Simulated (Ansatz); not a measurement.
Stepwise reaction of `[SiH3][O][Ge][O][SiH3]` with hydrogen chloride, as a gas-phase model of exchange steps in deposition or etching. ΔE in kJ/mol; ΔG adds harmonic PBE0-D4 terms to CCSD(T)/CBS, at 1 bar.

Gas-phase electronic energies from Ansatz, PBE0-D4/def2-TZVP geometries. CCSD(T)/CBS adds triple-zeta CCSD(T) − MP2 to the extrapolated MP2 energy (def2 sets, frozen cores). This one scheme is used for every species. DFT in def2-TZVPP. B3LYP here is the variant with VWN-RPA as its local correlation; programs differ in this. For Ge outer-core shells are correlated without core-valence functions, which leaves a few kJ/mol of doubt a bond. Scalar relativity is left out up to krypton. Each species was taken in one conformer, which may not be the lowest.

```json
{"step": "1", "reaction": "`[SiH3][O][Ge][O][SiH3]` + HCl → `[SiH3][O][Ge][Cl]` + `O[SiH3]`", "PBE-D4": "-30.4", "B3LYP-D4": "-24.5", "ωB97M-V": "-24.8", "CCSD(T)/CBS": "-21.4", "ΔG(500 K)": "-20.9"}
```

**Question.** Give the row of step 2, `[SiH3][O][Ge][Cl]` + HCl → `[Cl][Ge][Cl]` + `O[SiH3]`. (Best estimate.)

**Answer.** Computed: 
```tsv
step	reaction	PBE-D4	B3LYP-D4	ωB97M-V	CCSD(T)/CBS	ΔG(500 K)
2	`[SiH3][O][Ge][Cl]` + HCl → `[Cl][Ge][Cl]` + `O[SiH3]`	-21.5	-15.2	-14.4	-11.7	-12.2
```

**Question.** By hand: ΔE of the 2 steps together at CCSD(T)/CBS.

**Answer.** (-21.4) + (-11.7) = -33.1 kJ/mol, or -16.5 kJ/mol a step.

In ΔE each step is higher than the one before. All are downhill at CCSD(T)/CBS. ΔG lies between -20.9 and -12.2 kJ/mol a step. PBE-D4 differs from CCSD(T)/CBS by -9.8 to -9.0 kJ/mol a step. Isolated molecules leave out the surface, adducts and barriers. Largest T1 diagnostic: 0.014.
